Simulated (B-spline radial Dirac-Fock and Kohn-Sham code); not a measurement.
Satellites and hypersatellites of the K lines of Br⁻

System: Br⁻, [Ar] 3d10 4s2 4p6, inside a Watson sphere of charge +1 and radius 1.666 Å (a model of the Madelung potential; inside it an electron's potential energy is lowered by 8.6 eV).

Input of the calculation (task.json; shells as n, l, electrons):

```json
{"items": [{
  "Z": 35,
  "q": -1,
  "cfg": [[1, 0, 2], [2, 0, 2], [2, 1, 6], [3, 0, 2], [3, 1, 6], [3, 2, 10], [4, 0, 2], [4, 1, 6]],
  "A": 79,
  "rrms": 4.1629,
  "watson": [1, 1.666],
  "do": ["binding", "quiet", "double"]
}]}
```

Command: `python xray_run.py task.json out`

The computed values come from a radial B-spline solver: ΔSCF Dirac-Fock with Breit, self-energy and vacuum polarisation, finite nucleus, configuration average. Each two-hole energy is an average over J within one jj subconfiguration, not an observable level; in light atoms, where LS coupling holds, the j-resolved values are not observed lines, and for a K spectator the Kα1 hypersatellite is nearly forbidden. The model has no electron correlation.

Lines without a spectator: Kα2 (K-L2) 11876.1 eV, Kα1 (K-L3) 11922.7 eV, Kβ3 (K-M2) 13280.4 eV, Kβ1 (K-M3) 13287.3 eV. Shifts in eV with one spectator hole (a dash: not computed, or left out as unreliable):

```csv
spectator hole,Kα2,Kα1,Kβ3,Kβ1
L2 (2p1/2),+37.4,+46.2,–,+101.1
L3 (2p3/2),+40.7,+39.5,+95.1,–
M2 (3p1/2),–,+3.50,+8.03,+10.41
M3 (3p3/2),+2.92,–,+9.41,+8.87
M4 (3d3/2),-0.46,-1.84,–,–
M5 (3d5/2),-1.98,-1.08,–,–
```

Q: Where does the K-L3 hypersatellite lie, emitted when both K electrons are missing?

A: +383.8 eV from the normal line, at 12306.5 eV. Removing both K electrons costs 27467.3 eV, which is 509.9 eV more than twice the K binding energy.

With n spectator holes in 2p, averaged over the 2p shell (energies in eV):

```tsv
n	KαLⁿ	step	hypersatellite KαʰLⁿ
0	11907.1	–	12289.1
1	11948.6	+41.5	12331.8
2	11991.1	+42.5	12375.6
3	12034.8	+43.6	12420.4
4	12079.5	+44.7	12466.4
5	12125.4	+45.9	12513.5
```
